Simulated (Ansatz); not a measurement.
`B[SiH2][CH]1[NH][AlH]1` + `C[Si](O)(O)O` → `BO[Si](C)(O)O` + `[SiH3][CH]1[NH][AlH]1`  (cleavage of the B–Si bond)

Program: Ansatz. Geometries: PBE0-D4/def2-TZVP. ΔE: electronic, gas phase. CCSD(T)/CBS adds triple-zeta CCSD(T) − MP2 to the extrapolated MP2 energy (def2 sets, frozen cores). Each species was taken in one conformer, which may not be the lowest.

```tsv
species	SCS-MP2/def2-QZVPP energy (Eh)
`B[SiH2][CH]1[NH][AlH]1`	-652.66187
`C[Si](O)(O)O`	-556.31851
`BO[Si](C)(O)O`	-581.72776
`[SiH3][CH]1[NH][AlH]1`	-627.31736
```

Question: Work out ΔE.

Answer: ΔE = (-581.72776) + (-627.31736) − (-652.66187) − (-556.31851) = -0.06474 Eh = -40.6 kcal/mol. CCSD(T)/CBS gives -38.8 kcal/mol.

Largest T1 diagnostic among the species: 0.015.

From PBE to PBE0 (25 % exact exchange), in def2-TZVPP and without D4, ΔE moves by −1.1 kcal/mol. In def2-TZVPP, CCSD(T) changes the Hartree–Fock value by +3.3 kcal/mol (the triples alone add +0.2 kcal/mol) and MP2 by +2.2 kcal/mol.
